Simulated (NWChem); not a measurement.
System: CH3ClO2Si; SMILES O=CO[SiH2]Cl

```xyz
8

O      1.1105    -1.8109     0.4615
C      0.2271    -1.9210    -0.3482
O     -0.7480    -1.0055    -0.5606
Si    -0.8488     0.4136     0.3678
Cl     0.6129     1.7621    -0.1790
H      0.0951    -2.7803    -1.0210
H     -0.7361     0.1182     1.8074
H     -2.1588     0.9720    -0.0107
```
Atoms are numbered in this order, from 1.

Computed with NWChem. Medium grid unless said otherwise, to which SCAN and Minnesota functionals are sensitive. The geometry was optimised at B3LYP/6-31G* (spherical d). Hybrids' shares of exact exchange are those that their runs print; pure functionals count as 0. The functionals differ in more than this share.

```
row               share of exact exchange  orbital gap (eV)
----------------  -----------------------  ----------------
PBE/def2-TZVP                        0.00              5.16
BLYP/def2-TZVP                       0.00              5.19
TPSSh/def2-TZVP                      0.10              6.56
B3LYP/def2-TZVP                      0.20              7.44
M06-2X/def2-TZVP                     0.54          withheld
```

Fit a straight line of the last column on the one before it, predict the withheld value, and compare with the run.


1. Means of the 4 shown rows: x = 0.075, y = 6.088. Slope Σ(x − x̄)(y − ȳ)/Σ(x − x̄)² = 0.3177/0.02750 = 11.55; intercept 5.221.
2. The shown rows scatter about the line by 0.108 (root mean square); the largest residual is +0.18, at TPSSh/def2-TZVP.
3. At x = 0.54 (M06-2X/def2-TZVP; beyond the shown range) the line gives 11.46.
4. The run gives 10.68, -0.78 from the line, 7.2 times the scatter.
